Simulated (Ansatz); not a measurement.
Method: Ansatz (a first-principles code) with frozen-core CCSD(T)/cc-pVTZ // B3LYP-D3(BJ)/def2-TZVP.

Ansatz 0.2 input:
```yaml
crystal:
  periodic: [false, false, false]
  atoms:
    - { symbol: C, position_ang: [-1.371624, -0.223767, -0.144036] }
    - { symbol: B, position_ang: [0.106943, -0.458624, -0.531085] }
    - { symbol: C, position_ang: [1.38535, 0.164776, 0.075708] }
    - { symbol: H, position_ang: [-2.093248, -0.397461, -0.943134] }
    - { symbol: H, position_ang: [-1.593278, -0.965169, 0.638825] }
    - { symbol: H, position_ang: [-1.555479, 0.762398, 0.302398] }
    - { symbol: H, position_ang: [1.267977, 0.470155, 1.123848] }
    - { symbol: H, position_ang: [2.288017, -0.439072, -0.024476] }
    - { symbol: H, position_ang: [1.565343, 1.086766, -0.498046] }
basis:
  gaussian: { orbitals: cc-pVTZ }
correlation:
  method: ccsd_t
magnetization:
  spin_polarized: true
  initial_magnetization: 1
```

Output:

```
Functional definition: HF
965 factors; integrals over basis functions are off by at most 1.1e-3 eV
mean field evaluation 1: about -2823.9154 eV, gradient 2.3e1 eV
mean field evaluation 2: about -2823.9149 eV, gradient 2.3e1 eV
mean field evaluation 4: about -2827.0113 eV, gradient 2.5e0 eV
mean field evaluation 8: about -2827.1038 eV, gradient 1.2e-3 eV
mean field evaluation 16: about -2827.1054 eV, gradient 2.3e-1 eV
mean field evaluation 32: about -2825.0841 eV, gradient 2.4e0 eV
mean field -2827.10377927 eV, -103.8941476083 hartree, gradient 2.1e-6 eV, S^2 0.753799; 1 other end points of the search recorded, 0 dependent functions left out
determinant -2827.10377927 eV, -103.8941476083 hartree, with singles and doubles -2840.13611346 eV, -104.3730770564 hartree
determinant -2825.16124018 eV, -103.8227606135 hartree, with singles and doubles -2838.37939699 eV, -104.3085189166 hartree
3 core orbitals not correlated
reference -2827.10377927 eV, -103.8941476083 hartree; 9, 8 occupied and 162, 163 virtual orbitals, 965 factors
second order -11.78172612 eV of doubles, -0.00000000 eV of singles
cycle   1  -12.80538593 eV  change    -1.0e0 eV  update   2.4e-2
cycle   2  -12.83486948 eV  change   -2.9e-2 eV  update   5.8e-3
cycle   3  -12.83617640 eV  change   -1.3e-3 eV  update   2.5e-3
cycle   4  -12.83703519 eV  change   -8.6e-4 eV  update   9.4e-4
cycle   5  -12.83725199 eV  change   -2.2e-4 eV  update   4.0e-4
cycle   6  -12.83730838 eV  change   -5.6e-5 eV  update   1.3e-4
cycle   7  -12.83734196 eV  change   -3.4e-5 eV  update   4.5e-5
cycle   8  -12.83733889 eV  change    3.1e-6 eV  update   1.7e-5
perturbative correction -0.46979550 eV, -0.0172646660 hartree
Total energy: -2840.41091365 eV, -104.3831757771 hartree
```

Cost: roughly 2.5 core-minutes.
